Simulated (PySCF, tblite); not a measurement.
Isomers of C4H9FSSi2. Level: GFN2-xTB in tblite, geometry and Hessian alike; calculated harmonic values, unscaled, isolated species. The method is semi-empirical: single wavenumbers can be off by several per cent or more. Modes of hydrogen on silicon can be 10 to 20 % off. One conformer each.

Electronic energies: PBE0/pcSseg-1 single points on the GFN2-xTB geometries (PySCF, gas phase).

| SMILES | electronic energy, lowest = 0 (kJ/mol) |
| --- | --- |
| CS[SiH2]C1=CC[Si@@H]1F | 0.0 |
| F[C@@H]1CC=C1[SiH2]S[SiH3] | 161.9 |
| CS[Si@@H]1[SiH2]C(F)=C1C | 137.8 |
| C#C[Si@H](CSC)[SiH2]F | 169.4 |

How do GFN2-xTB zero-point energies change the relative energies?

```csv
SMILES,ZPE (kJ/mol),of it from modes above 1550 cm⁻¹,electronic (kJ/mol),"with ZPE, lowest = 0 (kJ/mol)",lowest mode (cm⁻¹),rings
CS[SiH2]C1=CC[Si@@H]1F,300.6,159.9,0.0,0.0,3i,1
CS[Si@@H]1[SiH2]C(F)=C1C,299.0,158.3,137.8,136.3,45,1
F[C@@H]1CC=C1[SiH2]S[SiH3],290.6,151.1,161.9,151.9,25,1
C#C[Si@H](CSC)[SiH2]F,291.1,163.4,169.4,160.0,5i,0
```

The zero-point energies span 10.0 kJ/mol, from `F[C@@H]1CC=C1[SiH2]S[SiH3]` to `CS[SiH2]C1=CC[Si@@H]1F`. Slightly imaginary modes are left out of the zero-point energy: `CS[SiH2]C1=CC[Si@@H]1F` 3.2i cm⁻¹ and `C#C[Si@H](CSC)[SiH2]F` 4.9i cm⁻¹. The order is unchanged.

And how do the electronic energies of GFN2-xTB itself compare?

`CS[SiH2]C1=CC[Si@@H]1F` 0.0; `CS[Si@@H]1[SiH2]C(F)=C1C` 157.2; `F[C@@H]1CC=C1[SiH2]S[SiH3]` 33.9; `C#C[Si@H](CSC)[SiH2]F` 133.3 kJ/mol, lowest = 0. Against the energies above, taken from the same isomer `CS[SiH2]C1=CC[Si@@H]1F`, the largest difference is 128.0 kJ/mol.
